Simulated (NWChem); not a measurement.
System meant: BNH$_{3}$ anion

Input file for NWChem:

```
start job
memory heap 200 mb stack 900 mb global 1100 mb
charge -1
geometry units angstroms noautoz
  B     -0.021558     0.655288     0.000000
  N     -0.114102    -0.710380     0.000000
  H     -1.040302     1.370389     0.000000
  H      1.047796     1.308636     0.000000
  H      0.812190    -1.149019     0.000000
end
basis spherical
  * library def2-svp
end
dft
  xc pbe0
  iterations 4
  mulliken
end
task dft energy
```

End of the output:

```
    Atom       Charge   Shell Charges
 -----------   ------   -------------------------------------------------------
    1 B    5     5.45   1.96  0.52  0.31  1.47  0.98  0.20
    2 N    7     7.30   1.97  0.77  0.53  2.14  1.86  0.03
    3 H    1     1.12   0.65  0.44  0.03
    4 H    1     1.14   0.65  0.46  0.03
    5 H    1     1.00   0.61  0.26  0.13

 center of mass
 --------------
 x =  -0.05732848 y =  -0.05910955 z =   0.00000000

 moments of inertia (a.u.)
 ------------------
          59.610813487785          -0.000000000000           0.000000000000
          -0.000000000000          10.759036128572           0.000000000000
           0.000000000000           0.000000000000          70.369849616357

     Multipole analysis of the density
     ---------------------------------

     L   x y z        total         alpha         beta         nuclear
     -   - - -        -----         -----         ----         -------
     0   0 0 0     -1.000000     -8.000000     -8.000000     15.000000

     1   1 0 0      0.502442      0.251221      0.251221      0.000000
     1   0 1 0     -0.447397     -0.223699     -0.223699      0.000000
     1   0 0 1     -0.000000     -0.000000     -0.000000      0.000000

     2   2 0 0    -13.829244    -12.143784    -12.143784     10.458325
     2   1 1 0     -1.328607      0.155190      0.155190     -1.638986
     2   1 0 1     -0.000000     -0.000000     -0.000000      0.000000
     2   0 2 0    -16.299637    -27.063016    -27.063016     37.826395
     2   0 1 1     -0.000000     -0.000000     -0.000000      0.000000
     2   0 0 2    -12.622658     -6.311329     -6.311329      0.000000

 ------------------------------------------------------------------------
 dft energy failed                                                                                  0
 ------------------------------------------------------------------------
 ------------------------------------------------------------------------
  current input line :
    19: task dft energy
 ------------------------------------------------------------------------
 ------------------------------------------------------------------------
 This type of error is most commonly associated with calculations not reaching convergence criteria
 ------------------------------------------------------------------------
 For more information see the NWChem manual at https://nwchemgit.github.io

0:dft energy failed:Received an Error in Communication
```

Question: Can this run be used? If not, why, and what is the fix?

Answer: Convergence was not reached. Cause: the SCF was allowed too few iterations. This input runs:
```
start job
memory heap 200 mb stack 900 mb global 1100 mb
charge -1
geometry units angstroms noautoz
  B     -0.021558     0.655288     0.000000
  N     -0.114102    -0.710380     0.000000
  H     -1.040302     1.370389     0.000000
  H      1.047796     1.308636     0.000000
  H      0.812190    -1.149019     0.000000
end
basis spherical
  * library def2-svp
end
dft
  xc pbe0
  iterations 150
  mulliken
end
task dft energy
```
It converges to -81.23717 Ha (PBE0/def2-SVP).
